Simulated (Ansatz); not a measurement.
Geometry optimisation, RKS B3LYP/def2-SVP in Ansatz 0.2.0.

input.yaml

```yaml
crystal:
  periodic: [false, false, false]
  atoms:
    - { symbol: Zr, position_ang: [-0.511718, 0.152639, -0.55668] }
    - { symbol: Cl, position_ang: [0.388167, -1.012524, 2.860178] }
    - { symbol: "N", position_ang: [1.508087, 0.212674, -0.354607] }
    - { symbol: H, position_ang: [1.996729, -0.077933, 0.493492] }
    - { symbol: H, position_ang: [2.181585, 0.616405, -1.006216] }
    - { symbol: F, position_ang: [-0.964837, 1.277037, -2.046792] }
    - { symbol: "N", position_ang: [-1.03879, -1.756236, -1.024688] }
    - { symbol: H, position_ang: [-1.997022, -2.067732, -1.203563] }
    - { symbol: H, position_ang: [-0.421102, -2.563448, -1.118603] }
    - { symbol: F, position_ang: [-1.539871, 0.748205, 1.013658] }
    - { symbol: H, position_ang: [-0.647527, -0.189088, 2.683222] }
basis:
  gaussian: { orbitals: def2-SVP }
hamiltonian:
  xc: b3lyp
relax:
  f_tol: 0.03
  max_steps: 50
```

Command:

```bash
$ ansatz run input.yaml --threads 4 --pin off --max-ram 5120MiB --backend cpu --events-out ev --progress --plain --runs-dir out
```

Where does it end, and by what steps?

The forces met the threshold. After 7 steps the energy has fallen by 0.053 eV; H11 moved furthest, 0.21 Å.

```
step  energy less start (eV)  largest force component (eV/Å)  accepted
   0                  0.0000                           0.787       yes
   1                 -0.0330                           0.565       yes
   2                 -0.0179                           0.553        no
   3                 -0.0431                           0.353       yes
   4                 -0.0492                           0.142       yes
   5                 -0.0514                           0.071       yes
   6                 -0.0524                           0.062       yes
   7                 -0.0530                           0.028       yes
```

```xyz
11
Properties=species:S:1:pos:R:3
Zr -0.517 0.165 -0.584
Cl 0.367 -0.926 2.965
N 1.494 0.198 -0.355
H 1.936 -0.106 0.515
H 2.209 0.578 -0.975
F -1.072 1.329 -2.010
N -1.033 -1.748 -1.040
H -1.973 -2.053 -1.296
H -0.424 -2.566 -1.038
F -1.441 0.653 1.078
H -0.592 -0.184 2.480
```

Whether the end is a true minimum wasn't checked by a vibrational analysis.

Time of the run: 25 s on 4 threads of Arm Neoverse V1, with other jobs on the host, peak memory 0.34 GiB.
